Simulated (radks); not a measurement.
All-electron atom: Ge III in [Ar] 3d10 4s2.

Calculated with a radial shooting solver on a logarithmic mesh with Libxc functionals: non-relativistic Kohn-Sham, LDA (Slater exchange, VWN5 correlation), spin-polarised, spherical densities, point nucleus; hard spherical wall at 4 bohr.

Energy parts (Ry):
total: -4145.79899
kinetic: 4142.65405
electron-nucleus: -9886.68889
Hartree: 1748.81229
exchange-correlation: -150.57645

Orbitals (lengths in bohr, moments of r in powers of bohr; <r^-3> diverges for s and p1/2; r(max) is where P^2 peaks):
1s: occ. 2; eigenvalue (Ry) -794.0003; r(max) 0.03163
2s: occ. 2; eigenvalue (Ry) -99.51081; r(max) 0.1798
2p: occ. 6; eigenvalue (Ry) -88.84262; <r^-3> 937.7; r(max) 0.1427
3s: occ. 2; eigenvalue (Ry) -13.32194; r(max) 0.5522
3p: occ. 6; eigenvalue (Ry) -9.78863; <r^-3> 126.3; r(max) 0.5470
3d: occ. 10; eigenvalue (Ry) -3.62977; <r^-3> 14.30; r(max) 0.5004
4s: occ. 2; eigenvalue (Ry) -2.05232; r(max) 1.681
4p: occ. 0; eigenvalue (Ry) -1.31569; <r^-3> 12.23; r(max) 1.901
4d: occ. 0; eigenvalue (Ry) -0.13717; <r^-3> 1.856; r(max) 2.361
5s: occ. 0; eigenvalue (Ry) 0.74856; r(max) 2.950

The highest occupied level is 4s at -27.923 eV. The electron density at the nucleus is 2.242e+04 e/bohr^3. Summed over all electrons, <r^2> = 18.75 bohr^2, which gives a Langevin (diamagnetic) susceptibility term of -14.8 x 10^-6 cm^3/mol.
